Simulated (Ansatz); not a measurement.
Gas-phase electronic energies from Ansatz, PBE0-D4/def2-TZVP geometries. CCSD(T)/CBS adds triple-zeta CCSD(T) − MP2 to the extrapolated MP2 energy (def2 sets, frozen cores). This one scheme is used for every species. Each species was taken in one conformer, which may not be the lowest.

Consider the substitution at a C–C bond: `NCC[SiH2]N` + H–F → `NCF` + `C[SiH2]N`.

`NCC[SiH2]N`:

Z-matrix (Å, degrees):
```
C
C 1 1.518
N 1 1.457 2 111.1
H 1 1.096 2 109.4 3 -118.5
H 1 1.102 2 109.0 3 125.5
Si 2 1.877 1 114.4 3 175.9
H 2 1.098 1 109.9 3 -62.0
H 2 1.097 1 109.4 3 54.2
H 3 1.013 1 110.8 2 178.1
H 3 1.013 1 110.0 2 60.1
N 6 1.720 2 116.6 1 61.1
H 6 1.490 2 108.2 1 -58.8
H 6 1.489 2 107.8 1 -178.1
H 11 1.006 6 121.0 2 -77.0
H 11 1.006 6 121.3 2 72.8
```

H–F:

Z-matrix (Å, degrees):
```
F
H 1 0.920
```

`NCF`:

Cartesian coordinates in Å:
```
N 0.873 -0.135 0.135
C -0.423 0.312 -0.160
F -1.424 -0.637 0.110
H 1.002 -0.342 1.116
H 1.148 -0.933 -0.420
H -0.667 1.189 0.443
H -0.508 0.547 -1.223
```

`C[SiH2]N`:

Cartesian coordinates in Å:
```
C 0.661 0.932 -0.808
Si -0.686 -0.092 -0.008
N -0.176 -1.238 1.171
H 0.232 1.625 -1.538
H 1.382 0.298 -1.329
H 1.203 1.521 -0.063
H -1.393 -0.853 -1.074
H -1.638 0.830 0.669
H 0.293 -2.085 0.896
H 0.122 -0.938 2.084
```

```
     species  SCS-MP2/def2-TZVPP energy (Eh)
`NCC[SiH2]N`                      -480.42216
         H–F                      -100.33020
       `NCF`                      -194.80071
  `C[SiH2]N`                      -385.95226
```

Task: Work out ΔE.

Result: ΔE = (-194.80071) + (-385.95226) − (-480.42216) − (-100.33020) = -0.00061 Eh = -0.02 eV. CCSD(T)/CBS gives +0.03 eV.

Largest T1 diagnostic among the species: 0.011.

From PBE to PBE0 (25 % exact exchange), in def2-TZVPP and without D4, ΔE moves by +0.06 eV. The D4 term adds +0.11 eV with B3LYP and +0.06 eV with PBE0; it sums over pairs of atoms, weighted by their polarisabilities, and B3LYP, whose exchange is more repulsive, gets the larger term.

B3LYP here is the variant with VWN-RPA as its local correlation; programs differ in this.
